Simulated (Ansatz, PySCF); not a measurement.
Gas-phase reaction in SMILES: FSF [fluoro thiohypofluorite] -> F atom + F[S] (the F-S bond at the site shown breaks; other sites are not compared here)
Geometries: B3LYP-D3(BJ)/def2-TZVP minima from Ansatz (a first-principles code).
Geometry of the first species:
```xyz
3

F     -1.2130    -0.5047     0.0161
S     -0.0057     0.5532     0.0075
F      1.2232    -0.4788    -0.0294
```

Quantity: bond dissociation energy (enthalpy at 298 K, with B3LYP-D3(BJ) rigid-rotor harmonic-oscillator terms from PySCF), in kcal/mol. Valence correlation only, unless marked. UHF or UKS for open shells. Spin-orbit coupling is left out. No relativistic terms. Basis-set limits of correlation are two-point, X^-3; Hartree-Fock from the larger set.

```csv
level,program,bond dissociation energy (kcal/mol)
HF/6-31G*,Ansatz,37.9
HF/cc-pV(D+d)Z,Ansatz,33.6
```

Task: Estimate the value at CCSD(T)/CBS(cc-pV(T+d)Z,cc-pV(Q+d)Z) as computed with Ansatz.

Result: 90.8 kcal/mol, so HF/cc-pV(D+d)Z differs from it by -57.2 kcal/mol.
